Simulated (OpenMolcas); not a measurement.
Ru4+: moving the ligands

Ru4+ with 4 ligands (fluoride) in tetrahedral coordination (Td) at 1.8 Å. Ligand basis ANO-RCC-VDZP.

```yaml
Program: OpenMolcas 26.06
Method: "SS-CASPT2, IPEA 0.25 Eh, imaginary shift 0.1 Eh (closed shells correlated: 4s 4p and the ligand valence shells)"
Basis: ANO-RCC-VDZP [6s5p3d1f]
Scalar_Hamiltonian: DKH2, point nucleus
Active_space: 4 electrons in 5 orbitals (4d)
State_averaging: 2S+1 = 5 even, 5 roots; 2S+1 = 3 even, 45 roots; 2S+1 = 1 even, 50 roots
Spin-orbit_coupling: state interaction with AMFI integrals over the reference wave functions
```

Runs around this geometry, states (labels of Td). Energies in cm-1 above the lowest state or level, χT in cm3 K/mol.

```tsv
R (Å)	Ground state	First state of that spin	First gap with spin-orbit (degeneracies)	χT at 300 K	First state of another spin
1.77	1A1	1T1 11580	7450 (1, 1)	0.050	2S+1 = 3: 7730
1.8	1A1	1T1 10810	6630 (1, 3)	0.056	2S+1 = 3: 6920
1.92	1A1	1T1 9170	4170 (1, 3)	0.080	2S+1 = 3: 4690
```

Taking the first state of the same spin as R^-n, n = -ln(9170 / 11580) / ln(1.92 / 1.77) = 2.9 between the shortest and longest distance.

Roots that are degenerate in the reference are averaged as groups; the widest CASPT2 spread within a group is 760 cm-1 (the 3-fold group of multiplicity 1 near 11600 cm-1 above the lowest state of its run, R = 1.77). Shifts and gaps below about the spread of the groups concerned are not significant. Over all roots computed the reference weight is 0.69 to 0.74 in R = 1.77, 0.69 to 0.74 in R = 1.8, 0.66 to 0.72 in R = 1.92; the roots of lowest weight are the least certain, and an intruder state may touch them. Ligand-to-metal charge-transfer states are missing. These CASPT2 states fit no ligand-field parameters well, so their order and spin gaps are uncertain. With no ligand orbital active B as a rule stays too high, so bands that hang on it stand too high and its fall with covalency is understated. With one d shell and no ligand orbital active, 10Dq can be off by a tenth or more. The least metal-like active orbital is 70 % on the metal (Löwdin) and no ligand orbital is active, so the numbers are rough (holds for R = 1.77). The least metal-like active orbital is 71 % on the metal (Löwdin) and no ligand orbital is active, so the numbers are rough (holds for R = 1.8). This shell can be high or low spin here, a state of another spin lies low, and with metal d orbitals alone active their balance is uncertain, so the ground spin may be wrong, although the usual error favours high spin (holds for R = 1.92). The least metal-like active orbital is 75 % on the metal (Löwdin) and no ligand orbital is active, so the numbers are rough (holds for R = 1.92). No measured value stands beside these numbers; the geometry was imposed, not optimised, and the real ion may take another.

A state without a sure symmetry label is named by its multiplicity alone.
